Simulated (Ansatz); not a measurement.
Two isomers of C2H6BBrSi: A = `B[C@H]1[SiH2][C@@H]1Br`, B = `C[Si]1(Br)BC1`.

Isolated molecules relaxed with PBE0-D4/def2-TZVP in Ansatz; ΔE leaves out vibrations. CBS: MP2 limit from def2 TZ/QZ plus the TZ coupled-cluster correction, frozen cores. DFT in def2-TZVPP. B3LYP here is the variant with VWN-RPA as its local correlation; programs differ in this. For Br outer-core shells are correlated without core-valence functions, which leaves a few kJ/mol of doubt a bond. Scalar relativity is left out up to krypton.

(1) Which isomer does CCSD(T)/CBS put lower? Give the gap. (Best estimate.)

(2) Give E(B) − E(A) in kcal/mol with CCSD(T)/def2-TZVPP, PBE-D4, r2SCAN-D4, HF/def2-TZVPP, ωB97M-V, MP2/def2-TZVPP, B3LYP-D4. (An estimate is asked.)

Largest T1 diagnostic: 0.011.

Answers

(1) Ansatz gave: B, by 32.8 kcal/mol.

(2) Computed: CCSD(T)/def2-TZVPP -31.5, PBE-D4 -33.7, r2SCAN-D4 -34.6, HF/def2-TZVPP -31.5, ωB97M-V -32.8, MP2/def2-TZVPP -31.3, B3LYP-D4 -32.7. None reverses the order clearly.
